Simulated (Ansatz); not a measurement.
Tuning the range parameter of LC-ωPBE so that −HOMO meets the ionisation energy; basis def2-SVP, Ansatz. System: NbF4. Total charge 0; doublet. Geometry: PBE0-D4/def2-SVP. The ionised state is a singlet, and HOMO is the level of the spin that leaves.

Geometry of the doublet:

Cartesian coordinates in Å:
```
Nb 0.000 0.000 0.000
F -0.329 1.573 -0.928
F -1.692 -0.760 -0.074
F 0.407 -0.328 1.781
F 1.613 -0.485 -0.779
```

In the def2 sets Nb takes a core potential; there is no spin–orbit coupling.

```
ω (1/bohr)  HOMO (eV)  LUMO (eV)  vertical IE (eV)  HOMO + IE (eV)
       0.1      -6.22      -1.94              8.51            2.29
      0.15      -6.89      -1.37              8.59            1.69
       0.2      -7.51      -0.91              8.71            1.20
```

(1) Estimate the row for 0.3 bohr⁻¹.

(2) Where does the tuning condition hold?

Results:

(1) 
```tsv
ω (1/bohr)	HOMO (eV)	LUMO (eV)	vertical IE (eV)	HOMO + IE (eV)
0.3	-8.57	-0.30	9.03	0.46
```

(2) Not within the range that was run.
